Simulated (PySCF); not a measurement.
Gas-phase reaction: WF4NH + 2 F ⇌ WF6 + NH

Energies from PySCF, thermal terms from the rigid-rotor harmonic-oscillator model, ideal gas at 1 bar. † marks an energy on the PBE0/def2-TZVP geometry and frequencies. Open shells (unrestricted): F (multiplicity 2), NH (multiplicity 3); the rest are closed-shell singlets. Spin-orbit splitting is ignored; it lowers the true energy and changes the entropy of F. B3LYP is the form with VWN-RPA correlation. W: scalar-relativistic def2 core potential, no spin-orbit coupling. WF4NH: computed as isolated molecules; such fragments, hydroxides, amides, oligomers or adducts are transient or little studied in the gas.

B3LYP/def2-TZVP† gives ΔH°(298 K) = -414 kJ.

Q: What do ωB97M-V/def2-TZVP†, BLYP/def2-TZVP†, HF/def2-TZVP† give?

A: ωB97M-V/def2-TZVP†: -417 kJ; BLYP/def2-TZVP†: -440 kJ; HF/def2-TZVP†: -304 kJ. For scale, ΔH°(298 K) is -414 kJ at this level, -417 kJ at ωB97M-V/def2-TZVP†, and runs from -531 to -304 kJ over the 17 levels computed.
